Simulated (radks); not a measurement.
Initial-state core-level shifts of the holmium ion Ho3+ when its valence configuration changes from [Xe] 4f10. All-electron calculation, non-relativistic Kohn-Sham, PBEsol, spin-polarised, spherical densities, point nucleus; open shells are filled with parallel spins first (spin-orbit coupling, left out, can overturn this in heavy ions); relativity is left out, which matters for an element this heavy. Program: a radial shooting solver on a logarithmic mesh with Libxc functionals. Shifts are changes of the shell-averaged eigenvalues in eV (positive: less bound); the change of the density at the nucleus, which sets a Mossbauer isomer shift, is in e/bohr^3, on a base of 2.143e+05.

| valence | 3p | 4p | 5s | 5p | density at nucleus |
|---|---|---|---|---|---|
| 4f8 5d2 | -21.380 | -18.668 | -7.395 | -6.266 | +22.73 |
| 4f9 5d1 | -10.232 | -9.068 | -3.746 | -3.185 | +10.73 |
| 4f9.5 5d0.5 | -4.994 | -4.459 | -1.883 | -1.605 | +5.20 |
| 4f9.5 6s0.5 | -6.888 | -6.352 | -3.643 | -3.262 | +14.30 |
| 4f7 5d3 | -33.343 | -28.675 | -10.930 | -9.234 | +35.83 |
| 4f8 6s2 | -29.804 | -27.006 | -14.881 | -13.326 | +65.47 |
| 4f9 6s1 | -14.144 | -12.964 | -7.316 | -6.546 | +30.03 |
| 4f9 6p1 | -15.086 | -13.910 | -8.228 | -7.426 | +13.47 |
